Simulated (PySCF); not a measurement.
## Single point on GeCl

State: ⁴Σ⁻ (quartet), unpaired electrons σ ↑, π ↑↑, a second solution, started from another occupation.

An equivalent input (the run itself took its basis sets from the Basis Set Exchange, started from a PBE0 density and held the occupation σ 9α 8β, πx 5α 4β, πy 5α 4β, δx 1α 1β, δy 1α 1β):

```python
from pyscf import gto, dft
mol = gto.M(atom='Ge 0 0 0; Cl 0 0 2.182', basis={'Ge': 'cc-pVTZ-PP', 'Cl': 'cc-pV(T+d)Z'}, ecp={'Ge': 'cc-pVTZ-PP'},
            charge=0, spin=3, verbose=4, symmetry='C2v')
mf = dft.UKS(mol, xc='PBE0')
mf.grids.atom_grid = (80, 434)
mf.grids.prune = dft.gen_grid.treutler_prune
mf.irrep_nelec = {'A1': (10, 9), 'A2': (1, 1), 'B1': (5, 4), 'B2': (5, 4)}
mf.conv_tol = 1e-9
mf.max_cycle = 60
mf.diis_space = 10
mf.kernel()
```

The log (some set-up lines and the per-cycle HOMO/LUMO lines removed):

```
******** <class 'pyscf.dft.uks_symm.SymAdaptedUKS'> ********
method = SymAdaptedUKS
damping factor = 0
level_shift factor = 0
DIIS = <class 'pyscf.scf.diis.CDIIS'>
diis_start_cycle = 1
diis_space = 10
diis_damp = 0
SCF conv_tol = 1e-09
SCF conv_tol_grad = None
SCF max_cycles = 60
number electrons alpha = 21  beta = 18
Set gradient conv threshold to 3.16228e-05
init E= -754.49999143529
cycle= 1 E= -754.516270771056  delta_E= -0.0163  |g|= 0.0136  |ddm|= 0.0605
cycle= 2 E= -754.516308070019  delta_E= -3.73e-05  |g|= 0.0145  |ddm|= 0.0474
cycle= 3 E= -754.516415439009  delta_E= -0.000107  |g|= 0.00169  |ddm|= 0.0195
cycle= 4 E= -754.516418482584  delta_E= -3.04e-06  |g|= 0.00152  |ddm|= 0.0056
cycle= 5 E= -754.5164206334  delta_E= -2.15e-06  |g|= 0.000332  |ddm|= 0.00453
cycle= 6 E= -754.516420890461  delta_E= -2.57e-07  |g|= 5.07e-05  |ddm|= 0.00206
cycle= 7 E= -754.516420893821  delta_E= -3.36e-09  |g|= 1.21e-05  |ddm|= 0.000228
cycle= 8 E= -754.516420893967  delta_E= -1.46e-10  |g|= 4.6e-06  |ddm|= 3.01e-05
Extra cycle  E= -754.516420893974  delta_E= -7.5e-12  |g|= 4.01e-06  |ddm|= 1.23e-05
converged SCF energy = -754.516420893974  <S^2> = 3.7546957  2S+1 = 4.0023472
```

Repeating this along the bond gives Re = 2.195 Å and ωe = 329 cm⁻¹.

A point of this curve took 2 CPU seconds beside 1 for the integrals, on Arm Neoverse V1 (shared host).

Spin–orbit coupling is left out. Counting both spins, an empty level lies below a filled one in this solution, because spin and occupation are held.
